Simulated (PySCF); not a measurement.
# AsH₂, doublet: computed properties

Level of theory: UPBE0 in PySCF with As def2-TZVP, H def2-TZVP; no relativity; density-fitted integrals.

The structure is a minimum.

Z-matrix (Å, degrees; charge 0 multiplicity 2):
```
As
H  1 1.5264
H  1 1.5264 2 90.71
```

```
Point group                                                                   : C2v
Bond lengths                                                                  : As–H 1.526 Å (×2)
Bond angles                                                                   : H–As–H 90.7°
Heat capacity Cp at 298.15 K                                                  : 34.9 J/(mol K)
Zero-point energy                                                             : 32.4 kJ/mol
Principal quadrupole moments (Buckingham, traceless) about the centre of mass : -0.79, -0.34, 1.14 D Å
Rotational constants                                                          : 7.464, 7.091, 3.636 cm⁻¹
Atomisation energy without zero-point energy                                  : 579 kJ/mol
Dipole moment                                                                 : 0.30 D
Enthalpy at 298.15 K above 0 K                                                : 10.01 kJ/mol
Lowest empty level (β)                                                        : -3.04 eV
Rotational symmetry number                                                    : 2
Highest occupied level (α)                                                    : -6.86 eV
Principal polarisabilities                                                    : 24.2, 31.9, 32.4 bohr³
Spin squared ⟨S²⟩                                                             : 0.755
Entropy at 298.15 K and 1 bar (electronic part: spin only)                    : 225.3 J/(mol K)
```

Harmonic modes (masses in u: As 74.922, H 1.008):
```
symmetry  ω (cm⁻¹)  IR (km/mol)     type
      a1      1005         15.7     bend
      a1      2196         93.7  stretch
      b2      2209          110  stretch
```

In C2v the vibrations span 2a1 + b2. Here b1 is antisymmetric to the molecular plane and b2 lies in it.

Charges (e):
```
atom  Mulliken  Löwdin  polar tensor  spin (Mulliken)  Mayer order to As1
 As1     -0.14    0.07          0.23             1.08                   –
H2,3      0.07   -0.04         -0.11            -0.04                0.97
```

Mulliken populations on As1: s 7.87, p 15.17, d 10.09, f 0.01.

Outer orbital energies (eV). α occupied: -17.55, -10.32, -8.61, -6.86; empty: 0.57, 0.93, 4.66, 5.61. β occupied: -16.66, -10.17, -8.24; empty: -3.04, 0.75, 1.19, 5.54.

Other isomers or separated fragments may lie lower.

The final relaxation and frequency run took roughly 19 core-seconds on a shared host.
